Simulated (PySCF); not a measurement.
F₂H₄MoO₄, multiplicity 1. Atoms are numbered in the order given.

```xyz
11

Mo     0.0000     0.0000     0.0708
F      0.3293    -1.2391    -1.3109
F     -0.3293     1.2391    -1.3109
O      1.7392     0.7657    -0.0917
H      1.8479     1.3851    -0.8314
O     -1.7392    -0.7657    -0.0917
H     -1.8479    -1.3851    -0.8314
O      0.8346    -1.0916     1.3136
H      1.7879    -1.2599     1.3670
O     -0.8346     1.0916     1.3136
H     -1.7879     1.2599     1.3670
```
Charge 0, spin multiplicity 1.

The structure is a stationary point at r2SCAN-D4/def2-SVP. The spin state was assumed, not searched. The def2 effective core potentials stand for the cores of Mo; spin–orbit coupling is left out. One conformer was computed; it need not be the lowest.

Calculation: PBE/def2-TZVP (PySCF).

Symmetry labels are those of the subgroup C2 that the program uses (full group C2).

Computed valence orbital energies around the gap with their symmetry:
```
orbital  symmetry  energy (eV)
-------  --------  -----------
HOMO−7          B        -9.22
HOMO−6          A        -9.15
HOMO−5          A        -9.01
HOMO−4          A        -8.73
HOMO−3          B        -8.36
HOMO−2          B        -7.97
HOMO−1          A        -7.87
HOMO            B        -7.74
LUMO            A        -4.17
LUMO+1          B        -4.16
LUMO+2          A        -4.14
LUMO+3          B        -0.55
```
